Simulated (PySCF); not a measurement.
# Computed properties of CH₆InN, SMILES [CH3][InH][NH2]

In(H)(Me)(NH2) (CH6InN), SMILES [CH3][InH][NH2]. The structure is a stationary point at B3LYP-D3(BJ)/def2-SVP. The def2 effective core potentials stand for the cores of In; spin–orbit coupling is left out. One conformer was computed; it need not be the lowest. All values are computed for the isolated molecule unless a solvent is named; none is compared with measurement here.

**Structure.** The optimised structure has Cs symmetry. All 21 harmonic modes at B3LYP-D3(BJ)/def2-SVP (PySCF) are real, so it is a minimum. With heavy atoms numbered as in [InH:1]([CH3:3])[NH2:7], the shortest bond between them is In1–N7 at 2.036 Å and the longest In1–C3 at 2.175 Å.

**Vibrations.** The strongest infrared lines (harmonic, unscaled, degenerate partners summed) lie at 1772 cm⁻¹ (220 km/mol, H 99 %), 161 cm⁻¹ (197 km/mol, H 77 %, N 21 %), 664 cm⁻¹ (84 km/mol, H 83 %, N 16 %). The softest mode is at 48 cm⁻¹ and the zero-point energy is 40.9 kcal/mol.

**Electronic structure.** ωB97X/def2-TZVPD (PySCF) places the frontier levels at -9.21 and 0.85 eV, a gap of 10.06 eV, and gives a dipole moment of 0.57 D and a mean polarisability of 62.6 bohr³.

**Excitations.** TDDFT-M06-2X/def2-SVPD (PySCF) has S1 at 5.45 eV (228 nm, f = 0.074, bright); the most intense of the 10 singlets computed lies at 7.72 eV (f = 0.33). T1 (TDA) is at 4.47 eV. No vertical singlet excitation falls in the visible range (under 3.1 eV).
